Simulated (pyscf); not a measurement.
`[BH2][OH]`, singlet

Gas-phase minimum from PySCF at ωB97X-D3(BJ)/def2-SVP, one conformer. 

SMILES: OB
```xyz
5

B      0.1062     0.4624    -0.0543
O      1.0789     0.1691    -0.9451
H      0.4567     0.9592     0.9905
H     -1.0591     0.2309    -0.3087
H      0.7430    -0.2247    -1.7584
```
Charge 0, spin multiplicity 1.

Bond lengths (Å): B1–O2 1.351, B1–H3 1.209, B1–H4 1.215, O2–H5 0.964. Angles (°): O2–B1–H3 116.8, O2–B1–H4 120.7, H3–B1–H4 122.5, B1–O2–H5 113.2.

Properties at ωB97X-D3(BJ)/def2-SVP:

```json
{
 "harmonic_wavenumbers_unscaled": "784, 898, 1073, 1177, 1192, 1404, 2562, 2671, 3904 cm⁻¹",
 "zero_point_energy": "22.4 kcal/mol",
 "rotational_symmetry_number": "1",
 "Entropy of this conformer at 298 K and 1 atm, rigid rotor and harmonic oscillator, modes under 100 cm⁻¹ raised to 100": "230.4 J/(mol K)",
 "dipole_moment": "1.71 D"
}
```

Single-point totals, which compare only within one level (frozen core for MP2 and CC):

```json
[
 {"level": "ωB97X-D3(BJ)/def2-TZVP", "total energy (hartree)": "-101.98433"},
 {"level": "PBE/def2-TZVP", "total energy (hartree)": "-101.81745"},
 {"level": "r²SCAN/def2-TZVP", "total energy (hartree)": "-101.88880"},
 {"level": "B3LYP-D3(BJ)/def2-TZVP", "total energy (hartree)": "-101.96158"},
 {"level": "PBE0-D3(BJ)/def2-TZVP", "total energy (hartree)": "-101.82742"},
 {"level": "M06-2X/def2-TZVP", "total energy (hartree)": "-101.90626"},
 {"level": "ωB97M-D3(BJ)/def2-TZVP", "total energy (hartree)": "-101.97275"},
 {"level": "HF/def2-TZVPP", "total energy (hartree)": "-101.37236"},
 {"level": "MP2/def2-TZVPP", "total energy (hartree)": "-101.72270"},
 {"level": "CCSD/def2-TZVPP", "total energy (hartree)": "-101.73983"},
 {"level": "CCSD(T)/def2-TZVPP", "total energy (hartree)": "-101.75175"}
]
```

The CCSD(T) − MP2 part came from Ansatz, without density fitting, on the same reference.
